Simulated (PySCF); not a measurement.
C₅H₄ (SMILES C#CC=C=C), singlet, geometry from GFN2-xTB; CISD/def2-SVP run with PySCF.

Input for PySCF:
```python
from pyscf import gto, scf, ci

mol = gto.M(
    atom='''
C     2.27253644    0.67598561    0.36250803
C     1.28823335    0.09990011   -0.01183907
C     0.14581674   -0.59566508   -0.46698693
C    -1.07121678   -0.26503741   -0.12975325
C    -2.27616866    0.05985493    0.20225071
H     3.13040488    1.18152419    0.69141800
H     0.32960355   -1.43728700   -1.12527059
H    -2.85747924    0.75982189   -0.37773600
H    -2.75773569   -0.35428804    1.07451162
''',
    basis='def2-svp',
    verbose=4,
    max_memory=1800,
)

mf = scf.RHF(mol)
mf.kernel()

myci = ci.CISD(mf, frozen=5)
myci.kernel()
print('E(CISD) = %.10f' % myci.e_tot)
```

**Question.** Write the output that PySCF gives for this input, abridged.

**Answer.** 
```
PySCF version 2.14.0

[INPUT] verbose = 4
[INPUT] num. atoms = 9
[INPUT] num. electrons = 34
[INPUT] charge = 0
[INPUT] spin (= nelec alpha-beta = 2S) = 0
[INPUT] symmetry False subgroup None
[INPUT] Mole.unit = angstrom
[INPUT] Symbol           X                Y                Z      unit          X                Y                Z       unit  Magmom
[INPUT]  1 C      2.272536440000   0.675985610000   0.362508030000 AA    4.294471479694   1.277427667047   0.685040894656 Bohr   0.0
[INPUT]  2 C      1.288233350000   0.099900110000  -0.011839070000 AA    2.434408216031   0.188783847714  -0.022372599870 Bohr   0.0
[INPUT]  3 C      0.145816740000  -0.595665080000  -0.466986930000 AA    0.275553702977  -1.125643863167  -0.882477401451 Bohr   0.0
[INPUT]  4 C     -1.071216780000  -0.265037410000  -0.129753250000 AA   -2.024306334238  -0.500848117664  -0.245198106272 Bohr   0.0
[INPUT]  5 C     -2.276168660000   0.059854930000   0.202250710000 AA   -4.301335380718   0.113109424905   0.382198450399 Bohr   0.0
[INPUT]  6 H      3.130404880000   1.181524190000   0.691418000000 AA    5.915607882202   2.232757128649   1.306590657595 Bohr   0.0
[INPUT]  7 H      0.329603550000  -1.437287000000  -1.125270590000 AA    0.622860439184  -2.716078792398  -2.126453231128 Bohr   0.0
[INPUT]  8 H     -2.857479240000   0.759821890000  -0.377736000000 AA   -5.399853170230   1.435855275549  -0.713817587389 Bohr   0.0
[INPUT]  9 H     -2.757735690000  -0.354288040000   1.074511620000 AA   -5.211365178038  -0.669507364809   2.030532679463 Bohr   0.0

nuclear repulsion = 125.146152141204
number of shells = 42
number of NR pGTOs = 148
number of NR cGTOs = 90
basis = def2-svp
ecp = {}

******** <class 'pyscf.scf.hf.RHF'> ********
method = RHF
initial guess = minao
damping factor = 0
level_shift factor = 0
DIIS = <class 'pyscf.scf.diis.CDIIS'>
diis_start_cycle = 1
diis_space = 8
diis_damp = 0
SCF conv_tol = 1e-09
SCF conv_tol_grad = None
SCF max_cycles = 50
direct_scf = True
direct_scf_tol = 1e-13
Set gradient conv threshold to 3.16228e-05
Initial guess from minao.
init E= -192.512221703654
  HOMO = -0.225007449283228  LUMO = 0.0243624033145711  gap/eV = 6.78570
cycle= 1 E= -191.328559492643  delta_E= 1.18  |g|= 0.395  |ddm|= 3.22
  HOMO = -0.353287694908428  LUMO = 0.0851755923093851  gap/eV = 11.93119
cycle= 2 E= -191.385334743391  delta_E= -0.0568  |g|= 0.131  |ddm|= 0.621
  HOMO = -0.334681302382805  LUMO = 0.122625836235089  gap/eV = 12.44396
cycle= 3 E= -191.390226671698  delta_E= -0.00489  |g|= 0.0747  |ddm|= 0.253
  HOMO = -0.342290637939901  LUMO = 0.117382008420836  gap/eV = 12.50833
cycle= 4 E= -191.391856561728  delta_E= -0.00163  |g|= 0.0171  |ddm|= 0.0959
  HOMO = -0.343272889849366  LUMO = 0.117111227002317  gap/eV = 12.52769
cycle= 5 E= -191.391942357168  delta_E= -8.58e-05  |g|= 0.00363  |ddm|= 0.0204
  HOMO = -0.343468526978911  LUMO = 0.117574142161863  gap/eV = 12.54561
cycle= 6 E= -191.39195067259  delta_E= -8.32e-06  |g|= 0.00121  |ddm|= 0.00865
  HOMO = -0.34342364128206  LUMO = 0.11773278854619  gap/eV = 12.54871
cycle= 7 E= -191.391951858873  delta_E= -1.19e-06  |g|= 0.000677  |ddm|= 0.00263
  HOMO = -0.343398340834142  LUMO = 0.117815823026703  gap/eV = 12.55028
cycle= 8 E= -191.391952073751  delta_E= -2.15e-07  |g|= 0.000148  |ddm|= 0.00145
  HOMO = -0.343415432508526  LUMO = 0.117802180154156  gap/eV = 12.55037
cycle= 9 E= -191.391952092313  delta_E= -1.86e-08  |g|= 5.51e-05  |ddm|= 0.000415
  HOMO = -0.343402536705911  LUMO = 0.117809183473723  gap/eV = 12.55021
cycle= 10 E= -191.391952093911  delta_E= -1.6e-09  |g|= 1.16e-05  |ddm|= 0.000128
  HOMO = -0.343401945107937  LUMO = 0.117807734626704  gap/eV = 12.55015
cycle= 11 E= -191.391952094025  delta_E= -1.14e-10  |g|= 4.22e-06  |ddm|= 3.84e-05
  HOMO = -0.343401998704653  LUMO = 0.117807639041118  gap/eV = 12.55015
Extra cycle  E= -191.391952094042  delta_E= -1.76e-11  |g|= 2.8e-06  |ddm|= 9.37e-06
converged SCF energy = -191.391952094042

******** <class 'pyscf.ci.cisd.RCISD'> ********
CISD nocc = 12, nmo = 85
frozen orbitals 5
max_cycle = 50
direct = 0
conv_tol = 1e-09
max_cycle = 50
max_space = 12
lindep = 0
nroots = 1
Init t2, MP2 energy = -0.629814722079456
RCISD converged
E(RCISD) = -191.949982750828  E_corr = -0.5580306567858289
E(CISD) = -191.9499827508
```
